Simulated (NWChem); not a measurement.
System: SiAsH4, doublet; SMILES [SiH3][AsH]

Output (shortened):

```
             Northwest Computational Chemistry Package (NWChem) 7.3.0
             --------------------------------------------------------

 C1  symmetry detected

                             Geometry "geometry" -> ""
                             -------------------------

 Output coordinates in angstroms (scale by  1.889725989 to convert to a.u.)

  No.       Tag          Charge          X              Y              Z
 ---- ---------------- ---------- -------------- -------------- --------------
    1 Si                  14.0000     0.01428380     1.50217442     0.00001620
    2 As                  33.0000     0.03609822    -0.79704349    -0.00004193
    3 H                    1.0000    -0.69316997     2.07191343     1.15473679
    4 H                    1.0000     1.39399898     1.99714977     0.04315216
    5 H                    1.0000    -0.61867466     2.07362624    -1.19676819
    6 H                    1.0000    -1.47336869    -0.87069622     0.00003618

 Effective nuclear repulsion energy (a.u.)     153.4003190611

                                Z-matrix (autoz)
                                --------

 Units are Angstrom for bonds and degrees for angles

      Type          Name      I     J     K     L     M      Value
      ----------- --------  ----- ----- ----- ----- ----- ----------
    1 Stretch                  1     2                       2.29932
    2 Stretch                  1     3                       1.46917
    3 Stretch                  1     4                       1.46645
    4 Stretch                  1     5                       1.46952
    5 Stretch                  2     6                       1.51126
    6 Bend                     1     2     6                92.24988
    7 Bend                     2     1     3               113.10182
    8 Bend                     2     1     4               109.18336
    9 Bend                     2     1     5               113.13621
   10 Bend                     3     1     4               107.39982
   11 Bend                     3     1     5               106.37275
   12 Bend                     4     1     5               107.33444
   13 Torsion                  3     1     2     6          58.69899
   14 Torsion                  4     1     2     6         178.21274
   15 Torsion                  5     1     2     6         -62.33400

  pbe96 is a nonlocal functional; adding pw91lda local functional.

                           NWChem Geometry Optimization
                           ----------------------------

 maximum gradient threshold         (gmax) =   0.000450
 rms gradient threshold             (grms) =   0.000300
 maximum cartesian step threshold   (xmax) =   0.001800
 rms cartesian step threshold       (xrms) =   0.001200
 fixed trust radius                (trust) =   0.300000
 source of zmatrix                         =   autoz

          -------------------
          Energy Minimization
          -------------------

 Using diagonal initial Hessian
 Scaling for Hessian diagonals: bonds = 1.00  angles = 0.25  torsions = 0.10

          --------
          Step   0

                                 NWChem DFT Module
                                 -----------------

 Summary of "ao basis" -> "ao basis" (spherical)
 ------------------------------------------------------------------------------
       Tag                 Description            Shells   Functions and Types
 ---------------- ------------------------------  ------  ---------------------
 Si                         def2-svp                 8       18   4s3p1d
 As                         def2-svp                12       32   5s4p3d
 H                          def2-svp                 3        5   2s1p

[...]

      ----------------------
      Optimization converged
      ----------------------

  Step       Energy      Delta E   Gmax     Grms     Xrms     Xmax
  ---- ---------------- -------- -------- -------- -------- --------
@    4   -2526.87963720 -5.0D-07  0.00009  0.00004  0.00080  0.00161
                                     ok       ok       ok       ok

                                Z-matrix (autoz)
                                --------

 Units are Angstrom for bonds and degrees for angles

      Type          Name      I     J     K     L     M      Value     Gradient
      ----------- --------  ----- ----- ----- ----- ----- ---------- ----------
    1 Stretch                  1     2                       2.38169    0.00009
    2 Stretch                  1     3                       1.50768   -0.00003
    3 Stretch                  1     4                       1.50428   -0.00003
    4 Stretch                  1     5                       1.50783   -0.00002
    5 Stretch                  2     6                       1.54691    0.00004
    6 Bend                     1     2     6                89.61708    0.00000
    7 Bend                     2     1     3               111.01417    0.00007
    8 Bend                     2     1     4               109.25868   -0.00003
    9 Bend                     2     1     5               110.91146    0.00005
   10 Bend                     3     1     4               108.73248   -0.00002
   11 Bend                     3     1     5               108.16477   -0.00005
   12 Bend                     4     1     5               108.69987   -0.00002
   13 Torsion                  3     1     2     6          59.57404   -0.00000
   14 Torsion                  4     1     2     6         179.48411   -0.00000
   15 Torsion                  5     1     2     6         -60.71018   -0.00002

                         Geometry "geometry" -> "geometry"
                         ---------------------------------

 Output coordinates in angstroms (scale by  1.889725989 to convert to a.u.)

  No.       Tag          Charge          X              Y              Z
 ---- ---------------- ---------- -------------- -------------- --------------
    1 Si                  14.0000     0.02715800     1.52782765     0.00336387
    2 As                  33.0000     0.04556588    -0.85378171     0.01076884
    3 H                    1.0000    -0.71099066     2.06652301     1.20255141
    4 H                    1.0000     1.44287628     2.03506151     0.03956002
    5 H                    1.0000    -0.64434076     2.05697601    -1.23866625
    6 H                    1.0000    -1.50110107    -0.85548232    -0.01644669

 Effective nuclear repulsion energy (a.u.)     148.6205252326

                Final and change from initial internal coordinates
                --------------------------------------------------

                                Z-matrix (autoz)
                                --------

[...]

 Rotational Constants
 --------------------
 A=   2.004837 cm-1  (  2.884448 K)
 B=   0.125760 cm-1  (  0.180936 K)
 C=   0.123550 cm-1  (  0.177757 K)

 Temperature                      =   298.15K
 frequency scaling parameter      =   1.0000

 Zero-Point correction to Energy  =   18.983 kcal/mol  (  0.030251 au)
 Thermal correction to Energy     =   21.907 kcal/mol  (  0.034911 au)
 Thermal correction to Enthalpy   =   22.499 kcal/mol  (  0.035854 au)

 Total Entropy                    =   69.511 cal/mol-K
   - Translational                =   39.900 cal/mol-K (mol. weight = 106.9298)
   - Rotational                   =   23.454 cal/mol-K (symmetry #  =        1)
   - Vibrational                  =    6.158 cal/mol-K

 Cv (constant volume heat capacity) =   14.655 cal/mol-K
   - Translational                  =    2.979 cal/mol-K
   - Rotational                     =    2.979 cal/mol-K
   - Vibrational                    =    8.696 cal/mol-K

[normal modes left out]

 ----------------------------------------------------------------------------
 Normal Eigenvalue ||           Projected Infra Red Intensities
  Mode   [cm**-1]  || [atomic units] [(debye/angs)**2] [(KM/mol)] [arbitrary]
 ------ ---------- || -------------- ----------------- ---------- -----------
    1       -0.000 ||    0.000404           0.009         0.394       0.109
    2       -0.000 ||    0.000000           0.000         0.000       0.000
    3       -0.000 ||    0.000023           0.001         0.022       0.006
    4       -0.000 ||    0.000009           0.000         0.009       0.002
    5        0.000 ||    0.000009           0.000         0.009       0.002
    6        0.000 ||    0.000002           0.000         0.002       0.001
    7      159.914 ||    0.000888           0.020         0.865       0.239
    8      347.373 ||    0.000176           0.004         0.172       0.047
    9      430.003 ||    0.011837           0.273        11.540       3.182
   10      450.247 ||    0.012145           0.280        11.839       3.265
   11      688.376 ||    0.022264           0.514        21.704       5.985
   12      842.733 ||    0.237726           5.485       231.747      63.908
   13      898.458 ||    0.032886           0.759        32.059       8.841
   14      901.588 ||    0.033459           0.772        32.618       8.995
   15     2107.604 ||    0.067913           1.567        66.205      18.257
   16     2138.277 ||    0.058732           1.355        57.255      15.789
   17     2148.550 ||    0.087852           2.027        85.643      23.618
   18     2171.929 ||    0.103236           2.382       100.640      27.753
 ----------------------------------------------------------------------------
```

Level: PBE-D3(BJ)/def2-SVP, spin-unrestricted. 

Q: Reconstruct the input file.

A: One answer among several that fit: the input that was run:
```
start job
memory heap 200 mb stack 900 mb global 1100 mb
geometry units angstroms
  Si    -1.495654    -0.610411     0.052413
  As     0.624612     0.275932    -0.023396
  H     -1.748677    -1.396639     1.267443
  H     -2.475256     0.480484     0.024070
  H     -1.792572    -1.495105    -1.082771
  H      1.263488    -1.090468     0.069897
end
basis spherical
  * library def2-svp
end
dft
  odft
  mult 2
  xc xpbe96 cpbe96
  disp vdw 4
  iterations 150
end
driver
  maxiter 120
end
task dft optimize
task dft freq
```
